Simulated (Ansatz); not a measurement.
Reaction (cleavage of the Si–Ga bond): `CO[SiH](O)[GaH2]` + `O[SiH2]O` → `CO[SiH](O)O[SiH2]O` + `[GaH3]`

Computed with Ansatz on PBE0-D4/def2-TZVP structures; ΔE is electronic, products minus reactants. CCSD(T)/CBS adds triple-zeta CCSD(T) − MP2 to the extrapolated MP2 energy (def2 sets, frozen cores). Functionals use def2-TZVPP. For Ga outer-core shells are correlated without core-valence functions, which leaves a few kJ/mol of doubt a bond. Scalar relativity is left out up to krypton. Each species was taken in one conformer, which may not be the lowest.

CCSD(T)/CBS gives -1.43 eV.

Task: Another level gave -1.17 eV. Which?
A. PBE0-D4/def2-TZVPP
B. SCS-MP2/def2-TZVPP
C. PBE-D4/def2-TZVPP
D. ωB97X-V/def2-TZVPP

Result: C. PBE-D4 -1.17, ωB97X-V -1.45, PBE0-D4 -1.31, SCS-MP2/def2-TZVPP -1.51 eV.

Largest T1 diagnostic among the species: 0.013.

From PBE to PBE0 (25 % exact exchange), in def2-TZVPP and without D4, ΔE moves by −0.14 eV. The D4 term adds −0.05 eV with B3LYP and −0.03 eV with PBE0; it sums over pairs of atoms, weighted by their polarisabilities, and B3LYP, whose exchange is more repulsive, gets the larger term.

B3LYP here is the variant with VWN-RPA as its local correlation; programs differ in this.
